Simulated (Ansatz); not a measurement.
Relaxation of C2H2BF2N (8 atoms, charge 0, multiplicity 1), to a largest force component of 0.02 eV/Å in at most 50 steps.

The calculation used UHF/def2-SVP (Ansatz 0.2.0).

```xyz
8
Properties=species:S:1:pos:R:3
F 0.833 -2.189 0.067
B 0.979 -0.717 0.108
C -0.174 0.263 -0.456
F -0.465 0.232 -1.768
C -1.092 0.639 0.416
N -0.064 1.533 0.044
H 2.026 -0.277 0.530
H -1.951 0.458 1.002
```

Task: Where does it end, and by what steps?

Result: The forces met the threshold. After 16 steps the energy has fallen by 2.069 eV; F1 moved furthest, 1.02 Å.

```tsv
step	energy less start (eV)	largest force component (eV/Å)	accepted
0	0.0000	5.292	yes
1	-1.1061	3.697	yes
2	-1.6484	2.542	yes
3	-1.8522	1.668	yes
4	-1.9267	0.698	yes
5	-1.9578	0.171	yes
6	-1.9894	0.321	yes
7	-2.0092	1.101	yes
8	-2.0561	0.401	yes
9	-2.0603	0.310	yes
10	-2.0608	0.319	yes
11	-2.0603	0.522	no
12	-2.0275	1.038	no
13	-2.0678	0.101	yes
14	-2.0685	0.068	yes
15	-2.0689	0.030	yes
16	-2.0689	0.015	yes
```

```xyz
8
Properties=species:S:1:pos:R:3
F 1.423 -1.811 -0.672
B 1.040 -0.798 0.058
C -0.186 0.073 -0.400
F -0.694 -0.258 -1.608
C -1.038 0.836 0.466
N -0.194 1.518 -0.109
H 1.621 -0.552 1.074
H -1.882 0.935 1.134
```

The run took 12 s on 2 threads of AMD EPYC 9R45 96-Core Processor (Zen 5), with other jobs on the host, peak memory 0.26 GiB.
